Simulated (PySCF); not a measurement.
Nuclear quadrupole coupling in `C[C@H](O)CCO[SiH2]F`

C₄H₁₁FO₂Si.
Atom-mapped SMILES: `[CH3:1][C@H:2]([OH:3])[CH2:4][CH2:5][O:6][SiH2:7][F:8]` (hydrogens: H9, H10, H11 on C1; H12 on C2; H13 on O3; H14, H15 on C4; H16, H17 on C5; H18, H19 on Si7)

Cartesian coordinates in Å at the GFN2-xTB level; atoms count from 1:
```xyz
19
C4H11FO2Si angstrom
C     -2.7052   -0.8222    0.4487
C     -1.2023   -0.5602    0.4816
O     -0.9830    0.5398    1.3344
C     -0.6558   -0.2927   -0.9299
C      0.8700   -0.2933   -0.9797
O      1.3865    0.7372   -0.1705
Si     2.8582    1.3729   -0.0313
F      3.8939    0.2308    0.4323
H     -3.2137    0.0163   -0.0200
H     -2.9236   -1.7327   -0.1021
H     -3.0721   -0.9207    1.4663
H     -0.6911   -1.4504    0.8913
H     -0.0748    0.8409    1.1984
H     -1.0244    0.6792   -1.2637
H     -1.0193   -1.0600   -1.6144
H      1.2080   -0.1543   -2.0127
H      1.2610   -1.2518   -0.6182
H      2.6564    2.2857    1.0688
H      3.4215    1.8449   -1.2847
```

Field gradients from the PBE0/pcSseg-1 density (PySCF, non-relativistic), principal values in atomic units, ordered |Vxx| ≤ |Vyy| ≤ |Vzz|:

```tsv
atom	Vxx	Vyy	Vzz
O3	0.0626	1.8291	-1.8916
O6	-0.5556	-1.0627	1.6183
```

Task: Find the asymmetry η = (Vxx − Vyy)/Vzz and the couplings χ = eQV/h (234.96 MHz × Q in barn × V in au), with Q(17O) = −0.0256 b.

Result: 
| atom | environment | nucleus | η | χzz (MHz) | χxx (MHz) | χyy (MHz) |
| --- | --- | --- | --- | --- | --- | --- |
| O3 | alcohol oxygen | 17O | 0.93 | 11.38 | -0.38 | -11.00 |
| O6 | silyl ether oxygen | 17O | 0.31 | -9.73 | 3.34 | 6.39 |

At O3 η is above 0.9: Vyy and Vzz are nearly equal in size and opposite in sign, so a small change could swap them and flip the sign of χzz. The tensor is traceless: Vxx + Vyy + Vzz = 0.

Task: What is Vzz at O3 in SI units (1 au = 9.71736 × 10²¹ V/m²)?

Result: -1.8916 au = -18.382 × 10²¹ V/m².

Were the hydrogens deuterons (Q(2H) = 0.00286 b), χzz would run from 110 kHz (H19) to 291 kHz (H13).

The structure is a single GFN2-xTB conformer in the gas phase; no vibrational or solvent corrections. GFN2-xTB bond lengths can be off by several hundredths of an ångström, more for odd bonds, and the gradients follow them. These gradients aren't converged with respect to the basis.
